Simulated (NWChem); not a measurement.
System: C$_{4}$H$_{7}$O, doublet; SMILES [CH]1CCOC1

```xyz
12

C     -1.1934     0.3443    -0.0566
C     -0.0501     1.2773     0.1312
C      1.1277     0.3457    -0.1728
O      0.7059    -0.9377     0.2231
C     -0.6708    -1.0516    -0.0582
H     -2.2474     0.6188    -0.1115
H     -0.0827     2.1635    -0.5246
H      0.0020     1.6548     1.1731
H      2.0485     0.5905     0.3768
H      1.3588     0.3698    -1.2582
H     -1.1342    -1.7046     0.7057
H     -0.8402    -1.5505    -1.0410
```
Atoms are numbered in this order, from 1.

Program: NWChem. Pople sets run with spherical d functions. Spin-unrestricted. All runs use the structure optimised with PBE0/def2-SVP, spin-unrestricted. Not confirmed as a minimum by frequencies. No stability test was run on the SCF state. Vzz is the largest principal value of the second derivative of the potential at the nucleus (NWChem prints the opposite sign); η is the asymmetry. Non-relativistic.

```csv
level,Vzz O4 (a.u.),η O4
CAM-B3LYP/def2-SVP,-1.898,1.00
CAM-B3LYP/6-31G*,-1.867,0.97
B3LYP/def2-SVP,-1.896,0.99
```
